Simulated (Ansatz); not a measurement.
Reactions of C2H10InN (`C[NH+](C)[InH3-]`).

Calculated with Ansatz (gas phase, PBE0-D4/def2-TZVP geometries, no zero-point term in ΔE). CCSD(T)/CBS is the MP2 limit (def2-TZVPP, def2-QZVPP) plus CCSD(T) − MP2 in def2-TZVPP, frozen cores. This one scheme is used for every species, atoms too. No spin–orbit coupling; open shells (•) take unrestricted orbitals. Spin–orbit coupling would lower the free atoms: a little for C; strongly for In. def2 core potentials past Kr. Bonds to In are less sure, by a few kJ/mol each and by 10 to 20 or more in all where they break to atoms, as the def2 sets lack core-valence functions. Each species was taken in one conformer, which may not be the lowest.

| reaction | HF/CBS(def2) (kJ/mol) |
| --- | --- |
| `C[NH+](C)[InH3-]` → 2 C• + 10 H• + In• + N• | 3266 |
| `C[NH+](C)[InH3-]` → `[CH3][InH-]([CH3])[NH3+]` | -72 |
| `C[NH+](C)[InH3-]` → `C[NH2+][InH3-]` + `[CH2]` (triplet) | 265 |
| `CNC` + `[InH3]` → `C[NH+](C)[InH3-]` | -69 |

Problem. Give the CCSD(T)/CBS values in the same order. (Estimate.)

Solution. Computed: 4487, -93, 418, -110 kJ/mol.

Largest T1 diagnostic: 0.015, for In•.
